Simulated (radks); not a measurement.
The numbers below are computed, except where a source is named.
Problem. Ionisation of neutral copper, [Ar] 3d10 4s1, to [Ar] 3d10 as the strength of local exchange is varied. Level of theory: non-relativistic Kohn-Sham, Slater X-alpha exchange (alpha = 2/3 is LDA exchange), no correlation, spin-polarised, spherical densities, point nucleus; open shells are filled with parallel spins first (a radial shooting solver on a logarithmic mesh with Libxc functionals).

| alpha | E(Cu) (hartree) | exchange (hartree) | IE (eV) | -e of the level emptied (eV) | <r> of it (bohr) |
|---|---|---|---|---|---|
| 0.667 | -1635.27008 | -61.78997 | 7.577 | 4.324 (4s) | 3.012 |
| 0.868 | -1654.01032 | -81.44448 | 8.784 | 5.554 (4s) | 2.853 |
| 0.919 | -1658.80333 | -86.50634 | 9.104 | 5.889 (4s) | 2.814 |
| 0.953 | -1662.00719 | -89.89764 | 9.321 | 6.117 (4s) | 2.790 |
| ? | -1640.56014 | -67.31559 | 7.910 | 4.657 (4s) | 2.966 |

Which alpha was used in the last row?

Solution. alpha = 0.724. NIST Atomic Spectra Database: 7.726 eV (measured). The Delta-SCF value meets it near alpha = 0.69.
